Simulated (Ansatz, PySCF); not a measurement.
Dimer: C2H4 (SMILES C=C) (first 6 atoms) with CH3NO (SMILES NC=O); geometry from B3LYP-D3(BJ)/def2-TZVP, rigid monomers moved along the line of their centres of mass till C1···H10 is 3.53 Å.
(charge 0, multiplicity 1):
```xyz
12

C      0.45192     0.47743     0.73908
C     -0.42316    -0.51409     0.63306
H      1.20962     0.46829     1.51333
H      0.44869     1.31843     0.05562
H     -1.18063    -0.52779    -0.14183
H     -0.39737    -1.35252     1.31865
N     -0.99768     0.41947     4.95531
C     -0.10918    -0.42575     5.52700
O      0.71137    -1.08469     4.92482
H     -1.00207     0.52999     3.95115
H     -1.65242     0.93529     5.51563
H     -0.20326    -0.46101     6.62802
```

Counterpoise-corrected where a basis set is named; no monomer relaxation.

Frozen-core correlation.

Codes used: Ansatz (Gaussian basis) for Hartree–Fock, density functionals and correlated methods; PySCF for the dispersion terms. Each number belongs to the level named beside it.

PBE/def2-TZVPPD gives -5.6 kJ/mol for the interaction energy.

Task: How do the other levels lie against it? Give each less PBE: PBE-D3(BJ)/def2-TZVPPD, r2SCAN/def2-TZVPPD, B3LYP/def2-TZVPPD, wB97M-V/def2-TZVPPD, MP2/aug-cc-pVDZ, CCSD(T)/aug-cc-pVDZ.

Result: PBE-D3(BJ)/def2-TZVPPD -2.3; r2SCAN/def2-TZVPPD -0.3; B3LYP/def2-TZVPPD 1.7; wB97M-V/def2-TZVPPD -1.4; MP2/aug-cc-pVDZ -1.1; CCSD(T)/aug-cc-pVDZ -1.0 kJ/mol. 1 of 6 lie above PBE; the widest gap is to PBE-D3(BJ)/def2-TZVPPD.

Ansatz is a quantum-chemistry and plane-wave program.
